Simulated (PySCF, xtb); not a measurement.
Two structures of LiS2Si+

We compare I, a singlet given by its coordinates, with II, a singlet given by its coordinates. Both are isolated ions in the gas phase, relaxed with PBE-D3(BJ)/def2-SVP.

I (Å):

```xyz
4

Li    0.0386    1.4672   -2.9316
S     1.3221    2.0152   -1.0328
S     1.9067   -1.0404    1.3430
Si    1.6084    0.4524    0.1608
```

Close contacts (Å): Li1–S2 2.36, S2–Si4 1.99, S3–Si4 1.93.

II (Å):

```yaml
atoms:
  - { symbol: Li, position_ang: [-0.6892, -0.1320, 1.6559] }
  - { symbol: S, position_ang: [0.0885, 1.0943, -0.3134] }
  - { symbol: S, position_ang: [-0.0640, -1.1240, -0.4927] }
  - { symbol: Si, position_ang: [-1.2800, 0.1854, -1.7806] }
```

Close contacts (Å): Li1–S2 2.45, Li1–S3 2.45, S2–S3 2.23, S2–Si4 2.20, S3–Si4 2.20.

Problem. Estimate which is lower in electronic energy at CCSD(T)/def2-TZVP, and by roughly how much.

Solution. The CCSD(T)/def2-TZVP calculation puts structure I lower, by 12.0 kcal/mol.

Level by level:

| level | geometry | E(II) − E(I) (kcal/mol) | departure from the last row (kcal/mol) | job, with rough time for the two |
| --- | --- | --- | --- | --- |
| PBE-D3(BJ)/def2-SVP | PBE-D3(BJ)/def2-SVP | +11.8 | −0.2 | optimisation, 93 s |
| HF/def2-TZVP | PBE-D3(BJ)/def2-SVP | +15.1 | +3.0 | part of the CCSD(T) run |
| MP2/def2-TZVP | PBE-D3(BJ)/def2-SVP | +14.7 | +2.7 | part of the CCSD(T) run |
| CCSD(T)/def2-TZVP | PBE-D3(BJ)/def2-SVP | +12.0 |  | single point, 71 s |

None of the levels shown reverses the order. The largest departure from CCSD(T)/def2-TZVP is that of HF/def2-TZVP, 3.0 kcal/mol. Levels run at GFN2-xTB geometries aren't shown.

With thermal terms from frequencies at re-optimised GFN2-xTB minima (ideal gas, soft modes damped towards free rotors, one conformer each, 1000 K, 1 atm): on the last row, ΔE + ΔZPE = +11.3, ΔH = +11.5, ΔG = +11.2 kcal/mol.

The correlated steps freeze 15 core orbitals; the last core shell of Li is correlated, in a basis made for valence electrons. Run with PySCF 2.14.0, xtb 6.7.1; the last row on 2 threads of Intel(R) Xeon(R) Processor @ 2.70GHz on a shared host.
